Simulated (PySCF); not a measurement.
**Relaxation of singlet H₃MoN**

These are results of PBE0 in PySCF with Mo def2-TZVP with ECP28, N def2-TZVP, H def2-TZVP; scalar-relativistic core potentials, no spin–orbit coupling; density-fitted integrals, not measurements. A (50,194) grid was used.

A hand-made see-saw (ligand arrangement 1) start, of Cs symmetry, held to at least that symmetry:

```xyz
5
charge 0 multiplicity 1, angstrom
Mo    0.1620    0.0000   -0.1475
N    -1.2643    0.0000    0.9668
H     0.1620    1.6935    0.0007
H     0.1620   -1.6935    0.0007
H     1.5016    0.0000    0.8991
```

Optimiser trace:
```csv
step,E − E(last) (kJ/mol),largest gradient (Eh/bohr)
0,303.35,0.18646
1,132.62,0.03754
2,69.32,0.02576
3,38.67,0.03006
4,17.45,0.02324
5,1.05,0.00739
6,0.15,0.00401
7,0.00,0.00030
8,0.00,0.00009
```

It ends at Cs with Mo–H 1.640 Å, Mo–H 1.676 Å (×2), Mo–N 1.613 Å; H–Mo–H 57.8° (×2), H–Mo–H 114.8°, H–Mo–N 94.4°, H–Mo–N 97.0° (×2). A frequency run shows a minimum.

The relaxation took roughly 100 core-seconds on a shared host.
